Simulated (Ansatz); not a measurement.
Cost and result for the atomization energy of CH$_{5}$AlBClO (10 atoms, 11 bonds).

Cartesian coordinates in Å:
```
C -0.7094 0.5608 1.6523
B -0.0901 0.1412 0.2974
Cl -0.8624 -1.4076 -0.5519
O 0.8749 0.6051 -0.4459
Al 0.9599 -0.4702 -1.8815
H -1.7738 0.7844 1.5374
H -0.6386 -0.2534 2.3788
H -0.2051 1.4400 2.0555
H 2.1351 -1.5231 -1.8507
H 0.3094 0.1228 -3.1914
```

The species carries charge 0 and has multiplicity 1. The bonds changed during the relaxation, so this is another structure than the one it started from. All single points use the PBE0-D4/def2-TZVP geometry. It is one conformer, not always the lowest. Program: Ansatz. All runs use 4 threads of a server CPU on a shared host. Times are those of one run each, without the atoms' runs, and a repeat can differ threefold. Electronic energies, without spin–orbit coupling; frozen cores. CCSD(T)/CBS adds CCSD(T) − MP2 in def2-TZVPP to the MP2 limit, and its time is that of the two runs behind it. T1 = 0.012. B3LYP takes the VWN-RPA correlation (the form of Gaussian; ORCA's B3LYP/G). HSE06 is the plane-wave form, built on full-range PBE exchange.

CCSD(T)/CBS is a level of theory with its own doubt, some kJ/mol a heavy atom from the limit and from the frozen cores, so smaller differences don't rank the functionals.

```csv
level,functions,wall time,atomization (kJ/mol),difference from CCSD(T)/CBS,per bond
LDA (SPW92)/def2-TZVPP,247,1.4 s,4244.6,484.4,44.0
PBE-D4/def2-TZVPP (with forces),247,2.6 s,3805.6,45.4,4.1
PBE0-D4/def2-TZVPP,247,3 s,3757.2,-3.0,-0.3
HSE06-D4/def2-TZVPP,247,3.3 s,3759.4,-0.8,-0.1
CCSD(T)/def2-SVP,103,3.5 s,3594.4,-165.8,-15.1
CAM-B3LYP-D4/def2-TZVPP,247,3.6 s,3772.1,11.9,1.1
B3LYP-D4/def2-TZVPP (with forces),247,4.6 s,3748.4,-11.8,-1.1
B2PLYP/def2-TZVPP,247,4.9 s,3721.1,-39.1,-3.6
r2SCAN-D4/def2-TZVPP (with forces),247,5.5 s,3794.3,34.1,3.1
ωB97M-V/def2-TZVPP (with forces),247,11 s,3781.5,21.3,1.9
MP2/def2-QZVPP,461,18 s,3806.1,45.9,4.2
CCSD(T)/def2-TZVPP,247,100 s,3670.1,-90.1,-8.2
CCSD(T)/CBS(def2),–,2 min,3760.2,0.0,0.0
```

In def2-TZVPP, CCSD(T) changes the Hartree–Fock value by +797.1 kJ/mol (the triples alone add +52.3 kJ/mol) and MP2 by +879.2 kJ/mol; breaking electron pairs costs correlation energy, which Hartree–Fock lacks. The D4 term adds +35.6 kJ/mol with B3LYP and +18.6 kJ/mol with PBE0; it sums over pairs of atoms, weighted by their polarisabilities, and B3LYP, whose exchange is more repulsive, gets the larger term. From BLYP to BHLYP (50 % exact exchange), in def2-TZVPP and without D4, the atomization energy moves by −45.0 kJ/mol: exact exchange takes away binding that semilocal exchange gives to molecules.
